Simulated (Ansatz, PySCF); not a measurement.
Gas-phase reaction in SMILES: CCCCCCO -> [CH2]CCCCCO + H atom (the C-H bond at the site shown breaks; other sites are not compared here)
Geometries: B3LYP-D3(BJ)/def2-TZVP minima from Ansatz (an electronic-structure program), one conformer each, not searched for the lowest.

Property: bond dissociation energy (0 K, with B3LYP-D3(BJ) harmonic zero-point energies from PySCF), in eV. Cores are frozen in the correlated levels unless marked. UHF or UKS for open shells. No spin-orbit coupling. Non-relativistic. Basis-set limits of correlation are two-point, X^-3; Hartree-Fock from the larger set. [CCSD(T)-MP2]/basis is that difference in the basis named.

```json
[
 {"level": "revPBE/def2-TZVPD", "program": "Ansatz", "bond dissociation energy (eV)": "4.05"},
 {"level": "B97M-V/def2-TZVPD", "program": "Ansatz", "bond dissociation energy (eV)": "(withheld)"},
 {"level": "PBE0/6-31G*", "program": "Ansatz", "bond dissociation energy (eV)": "4.22"},
 {"level": "BHLYP-D3(BJ)/def2-TZVPD", "program": "Ansatz + dftd3", "bond dissociation energy (eV)": "4.17"},
 {"level": "LC-wPBE-D4/def2-TZVPD", "program": "Ansatz + dftd4", "bond dissociation energy (eV)": "(withheld)"},
 {"level": "B2PLYP-D3(BJ)/def2-TZVPD", "program": "Ansatz + dftd3", "bond dissociation energy (eV)": "4.22"},
 {"level": "B2PLYP-D4/def2-TZVPD", "program": "Ansatz + dftd4", "bond dissociation energy (eV)": "4.22"},
 {"level": "SCS-MP2/cc-pVDZ", "program": "Ansatz", "bond dissociation energy (eV)": "4.18"},
 {"level": "RI-MP2/CBS(cc-pVTZ,cc-pVQZ)+[CCSD(T)-MP2]/cc-pVTZ", "program": "Ansatz", "bond dissociation energy (eV)": "(withheld)"}
]
```

### Question
Fill in the missing entries.

### Answer

- B97M-V/def2-TZVPD, bond dissociation energy (eV): 4.23
- LC-wPBE-D4/def2-TZVPD, bond dissociation energy (eV): 4.14
- RI-MP2/CBS(cc-pVTZ,cc-pVQZ)+[CCSD(T)-MP2]/cc-pVTZ, bond dissociation energy (eV): 4.35
